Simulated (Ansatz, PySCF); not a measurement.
Here is a job for Ansatz (a first-principles code).
Ansatz 0.2 input:
```yaml
crystal:
  periodic: [false, false, false]
  atoms:
    - {symbol: O, position_ang: [1.14390829, -0.50802838, 1.52591690]}
    - {symbol: C, position_ang: [0.76135096, -0.21517267, 0.48081884]}
    - {symbol: O, position_ang: [1.77957711, 0.01054888, -0.62397227]}
    - {symbol: C, position_ang: [-0.66318449, 0.09830059, -0.09799297]}
    - {symbol: F, position_ang: [-0.92633412, 1.37710508, 0.07663488]}
    - {symbol: F, position_ang: [-0.64995166, -0.16214470, -1.41006000]}
    - {symbol: F, position_ang: [-1.55601045, -0.65024898, 0.49505731]}
    - {symbol: H, position_ang: [2.70300355, -0.26866095, -0.40063945]}
    - {symbol: H, position_ang: [1.51078029, -0.13267302, -1.56656232]}
basis:
  gaussian:
    orbitals: cc-pVDZ
hamiltonian:
  xc: b3lyp
total_charge: 1
accuracy: high
```

### Question
Give the equivalent PySCF input.

### Answer
One answer among several that fit: 
```python
from pyscf import gto, scf, dft

mol = gto.Mole()
mol.atom = '''
    O     1.14390829   -0.50802838    1.52591690
    C     0.76135096   -0.21517267    0.48081884
    O     1.77957711    0.01054888   -0.62397227
    C    -0.66318449    0.09830059   -0.09799297
    F    -0.92633412    1.37710508    0.07663488
    F    -0.64995166   -0.16214470   -1.41006000
    F    -1.55601045   -0.65024898    0.49505731
    H     2.70300355   -0.26866095   -0.40063945
    H     1.51078029   -0.13267302   -1.56656232
'''
mol.basis = 'cc-pvdz'
mol.charge = 1
mol.verbose = 3
mol.build()

mf = dft.RKS(mol)
mf.xc = 'b3lyp'
mf.grids.atom_grid = (99, 590)
mf.grids.prune = None
mf.kernel()
```

Both were run: Ansatz gave -527.072595 Eh and PySCF -527.072595 Eh, 0.000 mEh apart.
